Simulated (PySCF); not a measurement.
# [TbCl2]+ at several levels of theory

Computed with PySCF 2.14.0 (density fitting, no spin-orbit coupling) at the geometry relaxed with PBE0:

```xyz
3
[TbCl2]+ (singlet in the valence; each metal's 4f electrons, 8 of them, lie in its core potential, out of spins and levels)
Tb    0.0000    0.0000   -0.5209
Cl    1.9565    0.0000    0.8407
Cl   -1.9565    0.0000    0.8407
```

```tsv
level	basis	state	HOMO (eV)	gap (eV)	charge on Tb1 (e)	population of f-type functions on Tb1 (polarisation alone where 4f lies in the core)	dipole about the centre of mass (D)	largest force component (eV/Å)
PBE0	Tb lcecp-1-SVP with ECP54, Cl def2-SVP	singlet	-13.80	5.72	1.29	0.04	6.50	0.01
PBE0	Tb lcecp-1-TZVP with ECP54, Cl def2-TZVP	singlet	-13.72	5.77	1.59	0.05	6.38	0.22
```

In the lcecp rows the 4f levels are missing from HOMO and gap, and the state counts the valence alone.

Charges are Mulliken's, which hang on the basis. The relaxation used the grid (50, 194), these runs (75, 302) or, all-electron (x2c bases, spin-free X2C Hamiltonian), (99, 590).

Problem. A further run in the first row's basis gives HOMO (eV) -12.82, gap (eV) 4.49, charge on Tb1 (e) 1.30, population of f-type functions on Tb1 (polarisation alone where 4f lies in the core) 0.04, dipole about the centre of mass (D) 6.43, largest force component (eV/Å) 0.24. Which level was it?
A. r2SCAN
B. TPSSh

Solution. A. The others give HOMO -13.12 eV (TPSSh).

In the first row's basis the gap widens with exact exchange: 4.5 eV for r2SCAN (none); 4.8 to 5.7 eV for TPSSh, PBE0 (a fixed share).

An lcecp potential fixes the number of 4f electrons, so in runs with it no electron can move into or out of that shell.
